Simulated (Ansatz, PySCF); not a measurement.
Molecule: InH₂ (charge 0, doublet). SMILES: [InH2]
Structure (B3LYP-D3(BJ)/def2-TZVP (Ansatz, a first-principles code) minimum search):
```
In
H 1 1.7731
H 1 1.7731 2 119.92
```
Charge 0, spin multiplicity 2.

Wanted: vertical electron affinity (to the singlet state of charge -1; a negative value means that the extra electron is unbound and the number depends on the basis; each state is the SCF solution reached for its spin; for the singlet the Hartree-Fock reference is unstable and T1 is 0.016), in eV. Correlated levels leave the core frozen unless marked. Open shells are spin-unrestricted. No spin-orbit coupling. Frozen are the shells of the preceding noble gas and the d and f shells that filled before the atom's block. In def2 rows, elements after Kr have scalar-relativistic effective core potentials. Anions need diffuse functions: def2-D sets add few. CBS(X,Y): correlation extrapolated as X^-3; Hartree-Fock from the larger set. The bracket is a focal-point correction in the basis named.

| level | program | vertical electron affinity (eV) |
|---|---|---|
| M06-2X/def2-TZVPD | PySCF | 0.75 |
| wB97M-V/def2-TZVPD | Ansatz | 0.94 |
| wB97X/def2-TZVPD | Ansatz | 1.10 |
| SCS-MP2/def2-SVPD | Ansatz | 0.52 |
| CCSD/CBS(def2-TZVPPD,def2-QZVPPD) | Ansatz | 0.85 |
| RI-MP2/CBS(def2-TZVPPD,def2-QZVPPD)+[CCSD(T)-MP2]/def2-QZVPPD | Ansatz | 0.91 |
